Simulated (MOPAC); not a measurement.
Job for MOPAC: AM1 on H2INSn (SMILES [NH2][Sn][I]), a point of a torsion scan.

```
AM1 1SCF PRECISE CHARGE=0 THREADS=1
H2INSn

N     -0.91546212 1     0.08556689 1    -0.07771343 1
Sn     0.82765883 1     1.04412828 1    -0.58348441 1
I      1.06279015 1     2.57265917 1     1.65342966 1
H     -1.17347049 1    -0.84537586 1    -0.37386677 1
H     -1.48391354 1     0.28861187 1     0.73469569 1
```

Program output:

```
*******************************************************************************
 **                                                                           **
 **                              MOPAC v23.2.5                                **
 **                                                                           **
 *******************************************************************************
 ** MOPAC's Digital Object Identifier: https://doi.org/10.5281/zenodo.6511958 **
 **                                                                           **
 ** Please cite the open-source release paper for use of this MOPAC version:  **
 ** J. E. Moussa and J. J. P. Stewart (2026)                                  **
 ** MOPAC: An open-source semiempirical molecular orbital program             **
 ** J. Open Source Softw., 11(119), 8025, https://doi.org/10.21105/joss.08025 **
 *******************************************************************************

                              AM1 CALCULATION RESULTS

 *******************************************************************************
 *  AM1        - The AM1 Hamiltonian to be used
 *
 *
 *
 *                 CHARGE ON SYSTEM = 0
 *
 *
 *
 *  PRECISE    - TIGHTER CRITERIA TO BE USED
 *  1SCF       - DO 1 SCF AND THEN STOP
 *  THREADS=1  - MULTI-THREADING NOT USED
 *  T=         - A TIME OF 172800.0 SECONDS REQUESTED
 *  DUMP=N     - RESTART FILE WRITTEN EVERY 7200.0 SECONDS REQUESTED
 *******************************************************************************
AM1 1SCF PRECISE CHARGE=0 THREADS=1
 H2INSn

   ATOM   CHEMICAL          X               Y               Z
  NUMBER   SYMBOL      (ANGSTROMS)     (ANGSTROMS)     (ANGSTROMS)

     1       N         -0.91546212  *   0.08556689  *  -0.07771343  *
     2      Sn          0.82765883  *   1.04412828  *  -0.58348441  *
     3       I          1.06279015  *   2.57265917  *   1.65342966  *
     4       H         -1.17347049  *  -0.84537586  *  -0.37386677  *
     5       H         -1.48391354  *   0.28861187  *   0.73469569  *



          CARTESIAN COORDINATES

    NO.       ATOM           X           Y           Z

     1         N         -0.9155      0.0856     -0.0777
     2        Sn          0.8277      1.0441     -0.5835
     3         I          1.0628      2.5727      1.6534
     4         H         -1.1735     -0.8454     -0.3739
     5         H         -1.4839      0.2886      0.7347

  H: (AM1): M.J.S. DEWAR ET AL, J. AM. CHEM. SOC. 107 3902-3909 (1985)
  N: (AM1): M.J.S. DEWAR ET AL, J. AM. CHEM. SOC. 107 3902-3909 (1985)
 Sn: (AM1): J. J. P. STEWART, J. MOL. MOD., 10, 155-164 (2004)
  I: (AM1): M.J.S. DEWAR AND E. G. ZOEBISCH, THEOCHEM, 180, 1 (1988).

           Empirical Formula: H2 N Sn I  =     5 atoms



      MOLECULAR POINT GROUP   :   C1


      RHF CALCULATION, NO. OF DOUBLY OCCUPIED LEVELS = 9


 -------------------------------------------------------------------------------
 AM1 1SCF PRECISE CHARGE=0 THREADS=1
 H2INSn



     1SCF WAS SPECIFIED, SO BFGS WAS NOT USED
     SCF FIELD WAS ACHIEVED


                              AM1 CALCULATION
                                                       MOPAC v23.2.5 Linux




          FINAL HEAT OF FORMATION =          8.67007 KCAL/MOL =      36.27558 KJ/MOL


          COSMO AREA              =        127.92 SQUARE ANGSTROMS
          COSMO VOLUME            =        122.48 CUBIC ANGSTROMS

          IONIZATION POTENTIAL    =          8.691014 EV
          HOMO LUMO ENERGIES (EV) =         -8.691 -1.230
          NO. OF FILLED LEVELS    =          9
          MOLECULAR WEIGHT        =        261.6170         POINT GROUP:  C1

          MOLECULAR DIMENSIONS (Angstroms)

            Atom       Atom       Distance
            H     4    I     3     4.56002
            H     5   Sn     2     2.53200
            H     4    N     1     0.32129


          SCF CALCULATIONS        =          1





   ATOM   CHEMICAL          X               Y               Z
  NUMBER   SYMBOL      (ANGSTROMS)     (ANGSTROMS)     (ANGSTROMS)

     1       N         -0.91546212  *   0.08556689  *  -0.07771343  *
     2      Sn          0.82765883  *   1.04412828  *  -0.58348441  *
     3       I          1.06279015  *   2.57265917  *   1.65342966  *
     4       H         -1.17347049  *  -0.84537586  *  -0.37386677  *
     5       H         -1.48391354  *   0.28861187  *   0.73469569  *

                             CARTESIAN COORDINATES

   1    N       -0.915462120     0.085566890    -0.077713430
   2   Sn        0.827658830     1.044128280    -0.583484410
   3    I        1.062790150     2.572659170     1.653429660
   4    H       -1.173470490    -0.845375860    -0.373866770
   5    H       -1.483913540     0.288611870     0.734695690


           Empirical Formula: H2 N Sn I  =     5 atoms



      MOLECULAR POINT GROUP   :   C1


                  EIGENVALUES
 -31.92059 -28.06459 -16.04747 -15.76251 -12.05361 -10.24076  -9.41297  -9.25002
  -8.69101  -1.22976  -0.48743   0.59188   5.34779   6.06433


              NET ATOMIC CHARGES AND DIPOLE CONTRIBUTIONS

  ATOM NO.   TYPE          CHARGE      No. of ELECS.   s-Pop       p-Pop
    1          N          -0.691609        5.6916     1.56577     4.12584
    2         Sn           0.727558        3.2724     1.94314     1.32930
    3          I          -0.342276        7.3423     1.97404     5.36824
    4          H           0.152870        0.8471     0.84713
    5          H           0.153457        0.8465     0.84654
 DIPOLE           X         Y         Z       TOTAL
 POINT-CHG.     2.231    -1.273    -4.232     4.951
 HYBRID        -2.810    -1.426     1.386     3.442
 SUM           -0.579    -2.699    -2.846     3.965


          ATOMIC ORBITAL ELECTRON POPULATIONS

     Atom    s        px        py        pz
    1  N   1.56577   1.46914   1.27032   1.38638
    2 Sn   1.94314   0.39509   0.39524   0.53897
    3  I   1.97404   1.93882   1.79722   1.63220
    4  H   0.84713
    5  H   0.84654

 **********************
 *                    *
 * JOB ENDED NORMALLY *
 *                    *
 **********************




 == MOPAC DONE ==
```

The run finished.

Cost: around 0.020 core-seconds (rough).
